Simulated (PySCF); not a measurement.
Compound: C6H10O2S.
SMILES with atom numbers: `[CH3:1][CH2:2][C@@H:3]1[CH2:4][CH:5]=[CH:6][S:7]1(=[O:8])=[O:9]` (hydrogens: H10, H11, H12 on C1; H13, H14 on C2; H15 on C3; H16, H17 on C4; H18 on C5; H19 on C6)

The same species was optimised twice, with GFN2-xTB and with PBE0-D3(BJ)/def2-SVP (PySCF), and the same property calculations (PySCF, gas phase) were run on both structures.

| coordinate | GFN2-xTB | PBE0-D3(BJ)/def2-SVP | change |
| --- | --- | --- | --- |
| S7=O8 (Å) | 1.438 | 1.463 | +0.025 |
| C6–S7 (Å) | 1.796 | 1.772 | -0.024 |
| S7=O9 (Å) | 1.438 | 1.460 | +0.022 |
| C5=C6 (Å) | 1.315 | 1.332 | +0.017 |
| C3–S7 (Å) | 1.842 | 1.833 | -0.009 |
| C3–C4 (Å) | 1.521 | 1.528 | +0.007 |
| C1–C2 (Å) | 1.523 | 1.520 | -0.003 |
| C2–C3 (Å) | 1.515 | 1.517 | +0.002 |
| C4–C5 (Å) | 1.503 | 1.504 | +0.001 |
| C1–C2–C3 (°) | 110.8 | 113.4 | +2.6 |
| O8–S7–O9 (°) | 117.1 | 119.7 | +2.6 |
| C5–C6–S7 (°) | 109.5 | 111.2 | +1.7 |
| C3–S7–O8 (°) | 111.3 | 109.7 | -1.6 |
| C4–C3–S7 (°) | 103.6 | 104.9 | +1.3 |
| C4–C5–C6 (°) | 118.1 | 116.9 | -1.2 |
| C2–C3–S7 (°) | 109.3 | 110.4 | +1.1 |
| C3–C4–C5 (°) | 109.7 | 108.7 | -1.0 |
| C1–C2–C3–C4 (°) | -176 | -176 | 0 |

Rotational constants: A = 2037, B = 1461, C = 1054 MHz (GFN2-xTB) against A = 2014, B = 1438, C = 1047 MHz (PBE0-D3(BJ)/def2-SVP). Point groups within 0.08 Å: C1 and C1.

On the GFN2-xTB structure: HOMO (eV) -8.02 [PBE0/pcSseg-1]; LUMO (eV) -0.75 [PBE0/pcSseg-1]; dipole (D) 5.15 [PBE0/pcSseg-1]; GIAO shielding of C1 (ppm) 171.7 [PBE0/pcSseg-1]; GIAO shielding of C2 (ppm) 161.2 [PBE0/pcSseg-1]; GIAO shielding of C3 (ppm) 121.7 [PBE0/pcSseg-1]; GIAO shielding of C4 (ppm) 149.3 [PBE0/pcSseg-1]; GIAO shielding of C5 (ppm) 44.6 [PBE0/pcSseg-1]; GIAO shielding of C6 (ppm) 41.1 [PBE0/pcSseg-1]; GIAO shielding of S7 (ppm) 155.2 [PBE0/pcSseg-1]; GIAO shielding of O8 (ppm) 107.6 [PBE0/pcSseg-1].

**Question.** What do these properties become on the PBE0-D3(BJ)/def2-SVP structure?

**Answer.** 
```json
{"property": "HOMO (eV)", "level": "PBE0/pcSseg-1", "on GFN2-xTB": "-8.02", "on PBE0-D3(BJ)/def2-SVP": "-7.99", "change": "+0.03"}
{"property": "LUMO (eV)", "level": "PBE0/pcSseg-1", "on GFN2-xTB": "-0.75", "on PBE0-D3(BJ)/def2-SVP": "-0.94", "change": "-0.19"}
{"property": "dipole (D)", "level": "PBE0/pcSseg-1", "on GFN2-xTB": "5.15", "on PBE0-D3(BJ)/def2-SVP": "5.18", "change": "+0.03"}
{"property": "energy, GFN2-xTB geometry as zero (kcal/mol)", "level": "PBE0/pcSseg-1", "on GFN2-xTB": "0.0", "on PBE0-D3(BJ)/def2-SVP": "-2.9", "change": "-2.9"}
{"property": "GIAO shielding of C1 (ppm)", "level": "PBE0/pcSseg-1", "on GFN2-xTB": "171.7", "on PBE0-D3(BJ)/def2-SVP": "170.4", "change": "-1.3"}
{"property": "GIAO shielding of C2 (ppm)", "level": "PBE0/pcSseg-1", "on GFN2-xTB": "161.2", "on PBE0-D3(BJ)/def2-SVP": "160.3", "change": "-0.9"}
{"property": "GIAO shielding of C3 (ppm)", "level": "PBE0/pcSseg-1", "on GFN2-xTB": "121.7", "on PBE0-D3(BJ)/def2-SVP": "119.2", "change": "-2.5"}
{"property": "GIAO shielding of C4 (ppm)", "level": "PBE0/pcSseg-1", "on GFN2-xTB": "149.3", "on PBE0-D3(BJ)/def2-SVP": "147.7", "change": "-1.6"}
{"property": "GIAO shielding of C5 (ppm)", "level": "PBE0/pcSseg-1", "on GFN2-xTB": "44.6", "on PBE0-D3(BJ)/def2-SVP": "41.8", "change": "-2.8"}
{"property": "GIAO shielding of C6 (ppm)", "level": "PBE0/pcSseg-1", "on GFN2-xTB": "41.1", "on PBE0-D3(BJ)/def2-SVP": "39.8", "change": "-1.3"}
{"property": "GIAO shielding of S7 (ppm)", "level": "PBE0/pcSseg-1", "on GFN2-xTB": "155.2", "on PBE0-D3(BJ)/def2-SVP": "151.5", "change": "-3.7"}
{"property": "GIAO shielding of O8 (ppm)", "level": "PBE0/pcSseg-1", "on GFN2-xTB": "107.6", "on PBE0-D3(BJ)/def2-SVP": "98.3", "change": "-9.3"}
```

The heavy atoms differ by 0.027 Å rms after alignment. Among bonds between heavy atoms C6–S7 and S7=O8 change most and about equally (-0.024 to +0.025 Å). Changes are differences of the printed values. Neither structure is proved a minimum here.
